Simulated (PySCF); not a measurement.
A side-by-side comparison of computed properties.

First species: C3H6F3NSi.
Z-matrix (Å and degrees, PBE0-D3(BJ)/def2-SVP geometry), rows numbered from 1:
```
N 
Si  1  1.7300
C   2  1.9009  1  107.72
C   3  1.4794  2  111.81  1    51.60
F   4  1.3423  3  115.96  2    57.83
C   4  1.3337  3  126.51  2  -118.63
F   6  1.3106  4  124.68  3   176.90
F   6  1.3142  4  123.29  3    -3.40
H   1  1.0146  2  119.35  3   -61.89
H   1  1.0138  2  118.93  3   157.98
H   2  1.4938  1  107.49  3  -117.94
H   2  1.4995  1  116.29  3   121.14
H   3  1.0995  2  108.31  1   -69.12
H   3  1.1046  2  108.96  1   173.86
```

Second species: C3H5FSe.
Numbering: `[CH2:1]=[C:2]([F:3])[CH2:4][SeH:5]` (hydrogens: H6, H7 on C1; H8, H9 on C4; H10 on Se5)

Structure used (PBE0-D3(BJ)/def2-SVP), in Å, numbered top down from 1:
```xyz
10
C3H5FSe angstrom
C     -1.3653    0.6924   -0.4913
C     -0.2931    0.5122    0.2752
F      0.4251    1.5665    0.6851
C      0.2514   -0.7700    0.7814
Se     2.0265   -1.2008    0.0486
H     -1.6663    1.6956   -0.7964
H     -1.9498   -0.1641   -0.8265
H      0.3294   -0.7526    1.8783
H     -0.3967   -1.6054    0.4885
H      2.6442    0.0291    0.5660
```

Levels: wB97X-D/def2-SVPD for dipole moment, HOMO energy, LUMO energy, HOMO–LUMO gap, static isotropic polarisability and electronic spatial extent ⟨r²⟩ about the centre of nuclear charge; TDDFT wB97X-D/def2-SVPD for lowest singlet excitation; TDA wB97X-D/def2-SVPD for lowest triplet excitation (Tamm–Dancoff); ΔSCF wB97X-D/def2-SVPD for vertical ionisation energy; PBE0-D3(BJ)/def2-SVP for rotational constant A and rotational constant C. Geometries: PBE0-D3(BJ)/def2-SVP. Each species is one conformer at its optimised geometry, gas phase, non-relativistic unless stated; the electronic structure was computed with PySCF and density fitting.

The conformers computed, where there is a choice (atom-mapped SMILES and torsion angles):
- `[NH2:1][SiH2:2][CH2:3][C:4]([F:5])=[C:6]([F:7])[F:8]`: N1–Si2–C3–C4 52°, Si2–C3–C4–F5 58°, H–N1–Si2–C3 -62°, H–N1–Si2–C3 158°
- `[CH2:1]=[C:2]([F:3])[CH2:4][SeH:5]`: C1–C2–C4–Se5 114°, H–Se5–C4–C2 59°

Values for the first species:

| Quantity | Value |
| --- | --- |
| Dipole moment | 1.68 D |
| HOMO energy | -8.88 eV |
| LUMO energy | 1.73 eV |
| HOMO–LUMO gap | 10.61 eV |
| Lowest singlet excitation | 6.33 eV |
| Lowest triplet excitation (Tamm–Dancoff) | 4.50 eV |
| Static isotropic polarisability | 74.0 au |
| Vertical ionisation energy | 9.19 eV |
| Electronic spatial extent ⟨r²⟩ about the centre of nuclear charge | 1324 bohr² |
| Rotational constant A | 2.707 GHz |
| Rotational constant C | 0.886 GHz |

**Question.** Estimate the same properties for the second species, and the change in each.

**Answer.** 
```csv
property,first,second,second less first
dipole moment,1.68 D,1.49 D,-0.19 D
HOMO energy,-8.88 eV,-8.60 eV,+0.28 eV
LUMO energy,1.73 eV,1.04 eV,-0.69 eV
HOMO–LUMO gap,10.61 eV,9.64 eV,-0.97 eV
lowest singlet excitation,6.33 eV,4.74 eV,-1.59 eV
lowest triplet excitation (Tamm–Dancoff),4.50 eV,4.23 eV,-0.27 eV
static isotropic polarisability,74.0 au,68.3 au,-5.7 au
vertical ionisation energy,9.19 eV,9.03 eV,-0.16 eV
electronic spatial extent ⟨r²⟩ about the centre of nuclear charge,1324 bohr²,792 bohr²,-532 bohr²
rotational constant A,2.707 GHz,7.520 GHz,+4.813 GHz
rotational constant C,0.886 GHz,1.383 GHz,+0.497 GHz
```

On the first: S1 lies 4.28 eV below the HOMO–LUMO gap; its leading configuration is HOMO→LUMO, weight 0.70. The polarisability is 10.97 Å³ as a volume (1 au = 0.148185 Å³), or 1.03 au for each of the 72 electrons.

On the second: The ΔSCF ionisation energy exceeds −ε(HOMO) by 0.43 eV with wB97X-D. No computed singlet falls in the visible range (750 to 380 nm, 1.65 to 3.26 eV); S1 lies 1.48 eV above its blue end. The calculation is non-relativistic and has no spin–orbit coupling, an omission that weighs most on selenium.
